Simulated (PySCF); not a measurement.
PySCF job for VO2, SMILES [V](=[O])=[O] (connectivity only; charge and spin as stated), neutral, multiplicity 2, TDA-ωB97X/def2-TZVPD. Geometry: PBE-D3(BJ)/def2-TZVP. The spin state was assumed, not searched.

```python
import numpy as np
from pyscf import gto, scf, dft, tdscf

mol = gto.M(
    atom='''
    V     0.00000000    0.00000000    0.37878110
    O     0.00000000    1.31921158   -0.54449783
    O     0.00000000   -1.31921159   -0.54449783
    ''',
    basis='def2-TZVPD',
    charge=0,
    spin=1,
    max_memory=1600,
    verbose=4,
)
mf = dft.UKS(mol, xc='wb97x').density_fit(auxbasis='def2-universal-jkfit')
mf.grids.level = 3
mf.conv_tol = 1e-9
mf.max_cycle = 100
mf.kernel()
fine, coarse = mf.grids, dft.Grids(mol).set(level=1).build(with_non0tab=True)
for _ in range(3):  # follow internal instabilities
    mf.grids = coarse
    mo, _, stable, _ = mf.stability(return_status=True, nroots=4)
    mf.grids = fine
    if stable:
        break
    mf.kernel(mf.make_rdm1(mo, mf.mo_occ))
mf.grids = dft.Grids(mol).set(level=1).build(with_non0tab=True)  # coarser grid for the response kernel
td = tdscf.TDA(mf)
td.nstates = 10
td.conv_tol = 1e-4
td.positive_eig_threshold = 1e-6
td.kernel(x0=td.get_init_guess(mf, 15))
td.analyze()
```

It prints:

```
PySCF version 2.14.0

[INPUT] verbose = 4
[INPUT] num. atoms = 3
[INPUT] num. electrons = 39
[INPUT] charge = 0
[INPUT] spin (= nelec alpha-beta = 2S) = 1
[INPUT] symmetry False subgroup None
[INPUT] Mole.unit = angstrom
[INPUT] Symbol           X                Y                Z      unit          X                Y                Z       unit  Magmom
[INPUT]  1 V      0.000000000000   0.000000000000   0.378781100000 AA    0.000000000000   0.000000000000   0.715792540161 Bohr   0.0
[INPUT]  2 O      0.000000000000   1.319211580000  -0.544497830000 AA    0.000000000000   2.492948586555  -1.028951774120 Bohr   0.0
[INPUT]  3 O      0.000000000000  -1.319211590000  -0.544497830000 AA    0.000000000000  -2.492948605452  -1.028951774120 Bohr   0.0

nuclear repulsion = 133.775526206792
number of shells = 44
number of NR pGTOs = 205
number of NR cGTOs = 128
basis = def2-TZVPD
ecp = {}


******** <class 'pyscf.df.df_jk.DFUKS'> ********
method = DFUKS
initial guess = minao
damping factor = 0
level_shift factor = 0
DIIS = <class 'pyscf.scf.diis.CDIIS'>
diis_start_cycle = 1
diis_space = 8
diis_damp = 0
SCF conv_tol = 1e-09
SCF conv_tol_grad = None
SCF max_cycles = 100
direct_scf = False
number electrons alpha = 20  beta = 19
XC library pyscf.dft.libxc version 7.1.2
    S. Lehtola, C. Steigemann, M. J. T. Oliveira, and M. A. L. Marques,  SoftwareX 7, 1–5 (2018)
XC functionals = wb97x
    J.-D. Chai and M. Head-Gordon,  J. Chem. Phys. 128, 084106 (2008)
radial grids:
    Treutler-Ahlrichs [JCP 102, 346 (1995); DOI:10.1063/1.469408] (M4) radial grids

becke partition: Becke, JCP 88, 2547 (1988); DOI:10.1063/1.454033
pruning grids: <function nwchem_prune>
grids dens level: 3
symmetrized grids: False
atomic radii adjust function: <function treutler_atomic_radii_adjust>
small_rho_cutoff = 0
Set gradient conv threshold to 3.16228e-05
tot grids = 49072
******** <class 'pyscf.df.df.DF'> ********
auxbasis = def2-universal-jkfit
Create RSH-DF object <pyscf.df.df.DF object> for omega=0.3
******** <class 'pyscf.df.df.DF'> ********
auxbasis = auxmol.basis = def2-universal-jkfit
init E= -1093.95562460509
  alpha nocc = 20  HOMO = -0.246826653614745  LUMO = -0.203989962180476
  beta  nocc = 19  HOMO = -0.505732699094848  LUMO = -0.246826653614743

WARN: HOMO -0.246826653614745 >= LUMO -0.246826653614743

cycle= 1 E= -1093.80720846109  delta_E= 0.148  |g|= 1.29  |ddm|= 2.36
  alpha nocc = 20  HOMO = -0.198213325894279  LUMO = -0.171975987911467
  beta  nocc = 19  HOMO = -0.210717713721788  LUMO = -0.189584983298742
  HOMO = -0.198213325894  LUMO = -0.189584983299  gap/eV = 0.23479
cycle= 2 E= -1078.30989542279  delta_E= 15.5  |g|= 7.15  |ddm|= 2.86
  alpha nocc = 20  HOMO = -0.26472510518403  LUMO = -0.0764403208876075
  beta  nocc = 19  HOMO = -0.262673675375787  LUMO = -0.099968306723539
  HOMO = -0.262673675376  LUMO = -0.0999683067235  gap/eV = 4.42744
cycle= 3 E= -1094.09770397637  delta_E= -15.8  |g|= 1.13  |ddm|=  2.4
  alpha nocc = 20  HOMO = -0.343924862404599  LUMO = -0.069050350339457
  beta  nocc = 19  HOMO = -0.386737227906856  LUMO = -0.0724297522151778
  HOMO = -0.343924862405  LUMO = -0.0724297522152  gap/eV = 7.38776
cycle= 4 E= -1094.39892398971  delta_E= -0.301  |g|= 0.452  |ddm|= 0.273
  alpha nocc = 20  HOMO = -0.325349638862676  LUMO = -0.0319113787831198
  beta  nocc = 19  HOMO = -0.37613845301184  LUMO = -0.0403662437000395
  HOMO = -0.325349638863  LUMO = -0.0403662437  gap/eV = 7.75479
cycle= 5 E= -1094.43888365594  delta_E= -0.04  |g|= 0.247  |ddm|= 0.0867
  alpha nocc = 20  HOMO = -0.327443108099644  LUMO = -0.0201687280142812
  beta  nocc = 19  HOMO = -0.393908103968057  LUMO = -0.0343203747787104
  HOMO = -0.3274431081  LUMO = -0.0343203747787  gap/eV = 7.97628
cycle= 6 E= -1094.45895028204  delta_E= -0.0201  |g|= 0.0178  |ddm|= 0.118
  alpha nocc = 20  HOMO = -0.328317687554325  LUMO = -0.0170206095397353
  beta  nocc = 19  HOMO = -0.392263422723206  LUMO = -0.0331703732112648
  HOMO = -0.328317687554  LUMO = -0.0331703732113  gap/eV = 8.03137
cycle= 7 E= -1094.4600777926  delta_E= -0.00113  |g|= 0.0145  |ddm|= 0.0457
  alpha nocc = 20  HOMO = -0.330310672742968  LUMO = -0.0133692980113719
  beta  nocc = 19  HOMO = -0.38990035002143  LUMO = -0.0324215120302073
  HOMO = -0.330310672743  LUMO = -0.0324215120302  gap/eV = 8.10598
cycle= 8 E= -1094.46155736714  delta_E= -0.00148  |g|= 0.0126  |ddm|= 0.0637
  alpha nocc = 20  HOMO = -0.338264941566636  LUMO = -0.00442838338427668
  beta  nocc = 19  HOMO = -0.383918217916419  LUMO = -0.033301939641107
  HOMO = -0.338264941567  LUMO = -0.0333019396411  gap/eV = 8.29847
cycle= 9 E= -1094.46415442239  delta_E= -0.0026  |g|= 0.00844  |ddm|= 0.153
  alpha nocc = 20  HOMO = -0.328687402348585  LUMO = -0.00518501493417946
  beta  nocc = 19  HOMO = -0.384665576016883  LUMO = -0.0353736678624711
  HOMO = -0.328687402349  LUMO = -0.0353736678625  gap/eV = 7.98147
cycle= 10 E= -1094.46454975954  delta_E= -0.000395  |g|= 0.00818  |ddm|= 0.0361
  alpha nocc = 20  HOMO = -0.336920054637541  LUMO = 0.000466814371633838
  beta  nocc = 19  HOMO = -0.381161662293966  LUMO = -0.0374668486852562
  HOMO = -0.336920054638  LUMO = -0.0374668486853  gap/eV = 8.14854
cycle= 11 E= -1094.46515960746  delta_E= -0.00061  |g|= 0.00399  |ddm|= 0.104
  alpha nocc = 20  HOMO = -0.331092057117701  LUMO = -0.00012036231277264
  beta  nocc = 19  HOMO = -0.381515276828594  LUMO = -0.0372423739838816
  HOMO = -0.331092057118  LUMO = -0.0372423739839  gap/eV = 7.99606
cycle= 12 E= -1094.46519868702  delta_E= -3.91e-05  |g|= 0.0011  |ddm|= 0.0141
  alpha nocc = 20  HOMO = -0.331194463955548  LUMO = 0.000121385153318672
  beta  nocc = 19  HOMO = -0.381305404579446  LUMO = -0.0374570179717578
  HOMO = -0.331194463956  LUMO = -0.0374570179718  gap/eV = 7.99300
cycle= 13 E= -1094.46520878638  delta_E= -1.01e-05  |g|= 0.000699  |ddm|= 0.0104
  alpha nocc = 20  HOMO = -0.330936343771732  LUMO = 0.000194514791239442
  beta  nocc = 19  HOMO = -0.38118906082827  LUMO = -0.0373945823183048
  HOMO = -0.330936343772  LUMO = -0.0373945823183  gap/eV = 7.98768
cycle= 14 E= -1094.46521097899  delta_E= -2.19e-06  |g|= 0.00053  |ddm|= 0.0034
  alpha nocc = 20  HOMO = -0.331096377149088  LUMO = 0.00018946719240534
  beta  nocc = 19  HOMO = -0.38114959949183  LUMO = -0.0373966336074326
  HOMO = -0.331096377149  LUMO = -0.0373966336074  gap/eV = 7.99198
cycle= 15 E= -1094.46521155923  delta_E= -5.8e-07  |g|= 0.000463  |ddm|= 0.000847
  alpha nocc = 20  HOMO = -0.33150528461838  LUMO = 0.000194008583586078
  beta  nocc = 19  HOMO = -0.381064286230754  LUMO = -0.0374464346201231
  HOMO = -0.331505284618  LUMO = -0.0374464346201  gap/eV = 8.00175
cycle= 16 E= -1094.46521218562  delta_E= -6.26e-07  |g|= 0.000212  |ddm|= 0.00124
  alpha nocc = 20  HOMO = -0.331406164760629  LUMO = 0.000120364778791411
  beta  nocc = 19  HOMO = -0.381004516164164  LUMO = -0.0374664854828081
  HOMO = -0.331406164761  LUMO = -0.0374664854828  gap/eV = 7.99851
cycle= 17 E= -1094.46521246961  delta_E= -2.84e-07  |g|= 0.000154  |ddm|= 0.00105
  alpha nocc = 20  HOMO = -0.331475492506698  LUMO = 0.000128198827154508
  beta  nocc = 19  HOMO = -0.380985160150464  LUMO = -0.0375058768149335
  HOMO = -0.331475492507  LUMO = -0.0375058768149  gap/eV = 7.99932
cycle= 18 E= -1094.46521253979  delta_E= -7.02e-08  |g|= 7.57e-05  |ddm|= 0.000915
  alpha nocc = 20  HOMO = -0.331416622138839  LUMO = 0.000112284901725261
  beta  nocc = 19  HOMO = -0.380968262614551  LUMO = -0.0375030726075231
  HOMO = -0.331416622139  LUMO = -0.0375030726075  gap/eV = 7.99780
cycle= 19 E= -1094.46521255609  delta_E= -1.63e-08  |g|= 2.39e-05  |ddm|= 0.000279
  alpha nocc = 20  HOMO = -0.331416321786712  LUMO = 0.000109778965110621
  beta  nocc = 19  HOMO = -0.380964702466697  LUMO = -0.0375019225136995
  HOMO = -0.331416321787  LUMO = -0.0375019225137  gap/eV = 7.99782
cycle= 20 E= -1094.46521255855  delta_E= -2.46e-09  |g|= 1.31e-05  |ddm|= 9.31e-05
  alpha nocc = 20  HOMO = -0.331415599755552  LUMO = 0.000108598752021703
  beta  nocc = 19  HOMO = -0.380963537362567  LUMO = -0.0375008525246495
  HOMO = -0.331415599756  LUMO = -0.0375008525246  gap/eV = 7.99783
cycle= 21 E= -1094.46521255929  delta_E= -7.39e-10  |g|= 7.22e-06  |ddm|= 5.13e-05
  alpha nocc = 20  HOMO = -0.331415948453198  LUMO = 0.000107172202061412
  beta  nocc = 19  HOMO = -0.380963681989036  LUMO = -0.0375007926833856
  HOMO = -0.331415948453  LUMO = -0.0375007926834  gap/eV = 7.99784
Extra cycle  E= -1094.46521255946  delta_E= -1.71e-10  |g|= 9.17e-06  |ddm|= 1.72e-05
converged SCF energy = -1094.46521255946  <S^2> = 0.75948206  2S+1 = 2.0094597
tot grids = 17920
uhf_internal: lowest eigs of H = [0.00325907 0.0733785  0.12205283 0.16405417]
<class 'pyscf.df.df_jk.DFUKS'> wavefunction is stable in the internal stability analysis
tot grids = 17920
Overwritten attributes  positive_eig_threshold  of <class 'pyscf.tdscf.uks.TDA'>


******** <class 'pyscf.tdscf.uks.TDA'> for <class 'pyscf.df.df_jk.DFUKS'> ********
nstates = 10
deg_eia_thresh = 1.000e-03
wfnsym = None
conv_tol = 0.0001
eigh lindep = 1e-12
eigh level_shift = 0
eigh max_cycle = 100


Excitation energies (eV)
[0.29953406 1.1047355  1.80955572 3.23661977 3.30130514 3.4162779
 3.57505088 3.76055319 3.84849987 3.96327987]

** Excitation energies and oscillator strengths **
Excited State   1:      0.29953 eV   4139.24 nm  f=0.0005
      16a ->   22a     -0.27834
      20a ->   22a      0.90486
      20a ->   26a     -0.27688
      20a ->   30a      0.11486
Excited State   2:      1.10474 eV   1122.30 nm  f=0.0002
      16a ->   21a      0.21667
      20a ->   21a     -0.87748
      20a ->   25a      0.35850
      20a ->   28a      0.15815
Excited State   3:      1.80956 eV    685.16 nm  f=0.0000
      16a ->   23a      0.22657
      20a ->   23a     -0.96811
Excited State   4:      3.23662 eV    383.07 nm  f=0.0000
      14a ->   23a     -0.10979
      19a ->   22a      0.93939
      19a ->   26a     -0.27090
      19a ->   30a      0.11553
      19b ->   21b     -0.11397
Excited State   5:      3.30131 eV    375.56 nm  f=0.0019
      16a ->   24a      0.14267
      16a ->   27a     -0.13194
      19a ->   21a     -0.24808
      19a ->   25a      0.11027
      20a ->   24a     -0.68697
      20a ->   27a      0.57180
      20a ->   31a     -0.18046
      19b ->   20b     -0.12468
Excited State   6:      3.41628 eV    362.92 nm  f=0.0000
      19a ->   21a     -0.45953
      19a ->   25a      0.18922
      19b ->   20b      0.75236
      19b ->   22b     -0.35682
      19b ->   25b     -0.12326
      19b ->   28b     -0.11599
Excited State   7:      3.57505 eV    346.80 nm  f=0.0156
      19a ->   21a     -0.70342
      19a ->   25a      0.25106
      20a ->   24a      0.18852
      20a ->   27a     -0.15573
      19b ->   20b     -0.33061
      19b ->   22b      0.44665
Excited State   8:      3.76055 eV    329.70 nm  f=0.0000
      19a ->   22a      0.12638
      19b ->   21b      0.95528
      19b ->   26b     -0.21801
      19b ->   31b      0.10078
Excited State   9:      3.84850 eV    322.16 nm  f=0.0000
      17a ->   23a      0.29324
      18a ->   22a     -0.67888
      18a ->   26a      0.22649
      18a ->   30a     -0.11684
      16b ->   23b      0.25902
      17b ->   21b      0.39780
      17b ->   26b     -0.12800
      18b ->   20b     -0.20428
      18b ->   22b      0.26040
Excited State  10:      3.96328 eV    312.83 nm  f=0.0000
      14a ->   22a     -0.19104
      19a ->   23a      0.90963
      19b ->   23b     -0.28318

** Transition electric dipole moments (AU) **
state          X           Y           Z        Dip. S.      Osc.
  1        -0.2520     -0.0000      0.0000      0.0635      0.0005
  2        -0.0000     -0.0000      0.0810      0.0066      0.0002
  3        -0.0000      0.0000      0.0000      0.0000      0.0000
  4         0.0000      0.0000     -0.0000      0.0000      0.0000
  5         0.0000      0.1536     -0.0000      0.0236      0.0019
  6        -0.0000      0.0079      0.0000      0.0001      0.0000
  7        -0.0000     -0.4217     -0.0000      0.1778      0.0156
  8         0.0000      0.0000     -0.0000      0.0000      0.0000
  9         0.0000      0.0000     -0.0084      0.0001      0.0000
 10         0.0223      0.0000      0.0000      0.0005      0.0000

** Transition velocity dipole moments (imaginary part, AU) **
state          X           Y           Z        Dip. S.      Osc.
  1         0.0036     -0.0000     -0.0000      0.0000      0.0008
  2         0.0000     -0.0000      0.0017      0.0000      0.0001
  3        -0.0000      0.0000     -0.0000      0.0000      0.0000
  4        -0.0000     -0.0000     -0.0000      0.0000      0.0000
  5         0.0000     -0.0099      0.0000      0.0001      0.0005
  6        -0.0000      0.0013     -0.0000      0.0000      0.0000
  7        -0.0000      0.0226     -0.0000      0.0005      0.0026
  8        -0.0000     -0.0000      0.0000      0.0000      0.0000
  9         0.0000     -0.0000     -0.0057      0.0000      0.0002
 10        -0.0018     -0.0000     -0.0000      0.0000      0.0000

** Transition magnetic dipole moments (imaginary part, AU) **
state          X           Y           Z
  1        -0.0000     -1.4020      0.0000
  2         0.0000      0.0000      0.0000
  3        -0.0000     -0.0000     -0.5974
  4        -0.0000      0.0000      0.1415
  5        -0.3462     -0.0000     -0.0000
  6        -0.2766     -0.0000     -0.0000
  7         0.4390     -0.0000      0.0000
  8        -0.0000      0.0000      0.1917
  9         0.0000     -0.0000      0.0000
 10        -0.0000      0.3096     -0.0000
```

The calculation finished and met its thresholds.

Cost: around 2.0 core-minutes (rough).
